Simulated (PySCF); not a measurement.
Si(H)(Br)(Me)(vinyl) (C3H7BrSi), SMILES [SiH](C=C)(Br)C.

The structure is a stationary point at PBE0-D3(BJ)/def2-SVP. One conformer was computed; it need not be the lowest.

Two levels are set side by side: PBE/def2-TZVP (PySCF) and PBE0/def2-TZVP (PySCF). Same geometry, gas phase. Differences are taken from unrounded values.

```json
[
 {"quantity": "orbital gap (eV)", "PBE0": "7.39", "PBE": "5.21", "PBE minus PBE0": "-2.18"},
 {"quantity": "highest occupied level (eV)", "PBE0": "-8.04", "PBE": "-6.85", "PBE minus PBE0": "1.19"},
 {"quantity": "lowest empty level (eV)", "PBE0": "-0.65", "PBE": "-1.64", "PBE minus PBE0": "-0.99"},
 {"quantity": "dipole moment (D)", "PBE0": "2.06", "PBE": "1.99", "PBE minus PBE0": "-0.07"},
 {"quantity": "mean polarisability (bohr³)", "PBE0": "80.7", "PBE": "83.2", "PBE minus PBE0": "2.5"}
]
```

Without exact exchange PBE keeps part of each electron's self-repulsion, which lifts occupied levels and narrows the gap. Loosely held outer electrons make PBE densities more polarisable. Differences between two approximate levels are no errors against the true value.

Rough cost on one machine, each run with all the roots and properties that it gave: PBE0 against PBE within a factor of 2.
